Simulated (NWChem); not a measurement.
CH₃BrOSi, singlet; SMILES O(C)[Si]Br

```xyz
7

Si     1.2102    -0.6286     0.0001
Br    -0.1608     1.2184     0.0000
O      0.1361    -1.8735    -0.0003
C     -1.2545    -2.0729     0.0001
H     -1.7996    -1.1154    -0.0041
H     -1.5375    -2.6556    -0.8900
H     -1.5382    -2.6479     0.8950
```
Atoms are numbered in this order, from 1.

Low-valent species are run as closed-shell singlets; no triplet was tried in these runs. Coordinates come from a PBE0/def2-SVP optimisation.

### Question
List the 4 lowest vertical singlet excitations from B3LYP/def2-SVPD, TDA (NWChem).

### Answer
```json
[
 {"state": "S1", "energy (eV)": "4.40", "oscillator strength": "0.039", "leading excitation (squared amplitude)": "HOMO → LUMO (0.89)"},
 {"state": "S2", "energy (eV)": "4.89", "oscillator strength": "0.010", "leading excitation (squared amplitude)": "HOMO−1 → LUMO (0.92)"},
 {"state": "S3", "energy (eV)": "5.31", "oscillator strength": "0.019", "leading excitation (squared amplitude)": "HOMO−2 → LUMO (0.89)"},
 {"state": "S4", "energy (eV)": "5.74", "oscillator strength": "0.010", "leading excitation (squared amplitude)": "HOMO−3 → LUMO (0.96)"}
]
```
